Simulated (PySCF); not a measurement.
C5H12Si, SMILES C[C@@H]1C[C@@]1(C)[SiH3].

Geometry: PBE0-D3(BJ)/def2-SVP. The structure was generated by enumeration; whether it is a known compound was not checked.

These are PBE0-D3(BJ)/def2-SVP (PySCF) values and carry that method's errors.

Frequencies are harmonic and unscaled.

List the normal modes with their intensities. (An estimate is asked for; the answer gives what the named calculation found.)


```tsv
mode	ν (cm⁻¹)	IR (km/mol)	moving atoms (share of kinetic energy)
1	121	0.0	H 67 %, C 26 %
2	159	0.0	H 69 %, C 25 %
3	170	0.1	H 76 %, C 23 %
4	181	0.1	H 92 %
5	208	0.3	C 47 %, H 39 %, Si 14 %
6	278	0.1	C 50 %, H 49 %
7	313	0.6	C 47 %, H 37 %, Si 16 %
8	375	1.8	C 43 %, H 37 %, Si 20 %
9	447	0.4	C 54 %, H 43 %
10	593	5.1	C 52 %, H 33 %, Si 15 %
11	650	34.7	H 74 %, C 13 %, Si 13 %
12	654	28.9	H 74 %, C 14 %, Si 12 %
13	798	7.3	C 57 %, H 42 %
14	851	41.8	C 52 %, H 44 %
15	889	2.5	H 80 %, C 20 %
16	923	235.9	H 91 %, Si 8 %
17	936	44.7	H 90 %
18	949	39.0	H 96 %
19	951	12.2	H 71 %, C 29 %
20	972	8.2	H 57 %, C 43 %
21	1016	2.4	H 74 %, C 26 %
22	1050	6.3	H 78 %, C 22 %
23	1087	1.9	H 60 %, C 40 %
24	1128	0.4	H 56 %, C 43 %
25	1139	7.9	C 60 %, H 40 %
26	1191	1.3	H 51 %, C 49 %
27	1237	1.0	C 55 %, H 44 %
28	1308	6.4	H 54 %, C 46 %
29	1380	2.8	H 76 %, C 24 %
30	1397	0.5	H 73 %, C 26 %
31	1419	2.2	H 69 %, C 31 %
32	1456	5.8	H 97 %
33	1460	5.5	H 96 %
34	1469	3.9	H 93 %
35	1473	15.3	H 94 %
36	1501	6.1	C 51 %, H 49 %
37	2215	95.0	H 99 %
38	2216	122.1	H 96 %
39	2222	116.3	H 96 %
40	3044	25.9	H 97 %
41	3056	31.3	H 97 %
42	3130	13.3	H 95 %
43	3131	10.0	H 91 %, C 9 %
44	3136	4.2	H 92 %, C 8 %
45	3139	10.7	H 91 %, C 9 %
46	3142	21.0	H 91 %, C 9 %
47	3164	21.8	H 91 %, C 9 %
48	3224	5.5	H 89 %, C 11 %
```
